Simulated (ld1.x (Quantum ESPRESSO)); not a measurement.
## An all-electron radial function and its pseudo partner (Ir)

Columns: radius, all-electron u(r) and pseudo u(r) of the 6s shell (level -6.33 eV) of iridium in the configuration [Xe] 4f14 5d7 6s2 6p0; PBE, scalar-relativistic, TM scheme, ld1.x (Quantum ESPRESSO) 7.5.

```tsv
r (bohr)	all-electron	pseudo
0.130	0.1344	-0.0151
0.260	-0.1226	-0.0309
0.390	-0.1614	-0.0483
0.520	0.0667	-0.0682
0.650	0.2565	-0.0915
0.780	0.3148	-0.1193
0.910	0.2625	-0.1528
1.040	0.1446	-0.1931
1.170	0.0002	-0.2411
1.300	-0.1453	-0.2970
1.430	-0.2774	-0.3597
1.560	-0.3896	-0.4264
1.690	-0.4800	-0.4925
1.820	-0.5496	-0.5522
1.950	-0.6004	-0.6006
2.080	-0.6347	-0.6347
2.210	-0.6551	-0.6551
2.340	-0.6641	-0.6641
2.470	-0.6637	-0.6637
2.600	-0.6559	-0.6559
2.730	-0.6422	-0.6422
2.860	-0.6239	-0.6239
2.990	-0.6024	-0.6024
3.120	-0.5783	-0.5783
3.250	-0.5526	-0.5526
3.380	-0.5260	-0.5260
```

Q: How many radial nodes do the two functions have?

A: The all-electron 6s function has n − l − 1 = 5 (the table is too coarse to show those close to the nucleus); the pseudo-wave has 0, since the states of the same l below it are removed with the core.

Q: At about which radius was the pseudo-wave matched?

A: 2.15 bohr. The columns agree to 0.0005 from 1.95 bohr on; several derivatives are matched, so the curves merge somewhat inside the radius.

Q: Where does each function peak?

A: Outermost all-electron maximum near 2.34 bohr, pseudo maximum near 2.34 bohr (to the table’s step).

Q: Is the pseudo-wave norm-conserving?

A: Yes: the TM scheme keeps the norm inside the radius equal to the all-electron one, which fixes the energy derivative of the logarithmic derivative at the level.
